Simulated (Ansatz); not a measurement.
Reactions of H7NO6Si2 (`O[Si](O)(O)N[Si](O)(O)O`).

Program: Ansatz. Geometries: PBE0-D4/def2-TZVP. ΔE: electronic, gas phase. CCSD(T)/CBS adds triple-zeta CCSD(T) − MP2 to the extrapolated MP2 energy (def2 sets, frozen cores). This one scheme is used for every species. DFT in def2-TZVPP. B3LYP here is the variant with VWN-RPA as its local correlation; programs differ in this. For Se, Ti outer-core shells are correlated without core-valence functions, which leaves a few kJ/mol of doubt a bond. Scalar relativity is left out up to krypton. Each species was taken in one conformer, which may not be the lowest.

```csv
reaction,ωB97M-V (kJ/mol),HF/CBS(def2) (kJ/mol),B3LYP-D4 (kJ/mol),ωB97X-V (kJ/mol),CCSD(T)/CBS(def2) (kJ/mol)
`O[Si](O)(O)N[Si](O)(O)O` + `O[SiH2][SeH]` → `O[Si](O)(O)[SeH]` + `O[SiH2]N[Si](O)(O)O`,15,16,17,14,15
`O[Si](O)(O)N[Si](O)(O)O` + `O[SiH2]S` → `O[Si](O)(O)S` + `O[SiH2]N[Si](O)(O)O`,15,14,17,15,16
`O[Si](O)(O)N[Si](O)(O)O` + `C=C[SiH2]O` → `C=C[Si](O)(O)O` + `O[SiH2]N[Si](O)(O)O`,7,6,9,7,7
`O[Si](O)(O)N[Si](O)(O)O` + H₂ → `O[SiH](O)O` + `N[Si](O)(O)O`,75,49,77,71,74
`O[Si](O)(O)N[Si](O)(O)O` + H₂O → orthosilicic acid + `N[Si](O)(O)O`,-27,-48,-24,-29,-25
`O[Si](O)(O)N[Si](O)(O)O` + `C[O][Ti]([OH])([O]C)[O]C` → `C[O][Ti]([O]C)([O]C)[O][Si](O)(O)O` + `N[Si](O)(O)O`,-55,-75,-58,-57,-61
`O[Si](O)(O)N[Si](O)(O)O` + `O[SiH2][SiH](O)Cl` → `O[SiH](Cl)[Si](O)(O)O` + `O[SiH2]N[Si](O)(O)O`,11,11,11,10,11
```

Largest T1 diagnostic: 0.022, for `C[O][Ti]([OH])([O]C)[O]C`.
